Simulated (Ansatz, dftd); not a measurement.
Species: C3H7N, charge 0, singlet. C3H7N (SMILES C1C(C1)N).
B3LYP-D3(BJ)/def2-TZVP minimum from Ansatz (a first-principles code):
```xyz
11

C     -0.8497    -0.8470     0.0764
C     -1.0015     0.6153    -0.2526
C      0.2265     0.1266     0.4582
N      1.4480     0.0820    -0.3035
H     -0.6250    -1.5170    -0.7419
H     -1.4652    -1.2665     0.8604
H     -1.7210     1.1983     0.3059
H     -0.8762     0.9048    -1.2868
H      0.2917     0.3716     1.5171
H      1.9213     0.9779    -0.2898
H      2.0862    -0.6120     0.0679
```
Charge 0, spin multiplicity 1.

Quantity: atomisation energy (electronic, to ground-state atoms), in kcal/mol. UHF or UKS for unpaired electrons; spin-orbit terms are left out. CBS(X,Y): correlation extrapolated as X^-3, Hartree-Fock from the larger set. A bracket is a step between two methods taken in the basis named. Functionals run without relativity, which enters their misses. Double hybrids freeze cores in their MP2 part. '+ core + X2C': CCSD(T) terms for core correlation (cc-pwCVTZ) and scalar relativity (cc-pVTZ-DK). For partners of very few electrons the exact lower level stands in for a higher one.

Compared with CCSD(T)/CBS(cc-pVTZ,cc-pVQZ) + [CCSDT(Q) - CCSD(T)]/cc-pVDZ + core + X2C (Ansatz): 1023.1 kcal/mol.

**Question.** Rank these levels by how close they come to it, closest first: B2GP-PLYP/def2-TZVPD (Ansatz); wB97X-V/def2-TZVPD (Ansatz); B3LYP-D3(BJ)/def2-TZVPD (Ansatz + dftd3).

**Answer.** B3LYP-D3(BJ)/def2-TZVPD (1023.9 kcal/mol, difference 0.8), wB97X-V/def2-TZVPD (1024.9 kcal/mol, difference 1.8), B2GP-PLYP/def2-TZVPD (1005.9 kcal/mol, difference -17.2)
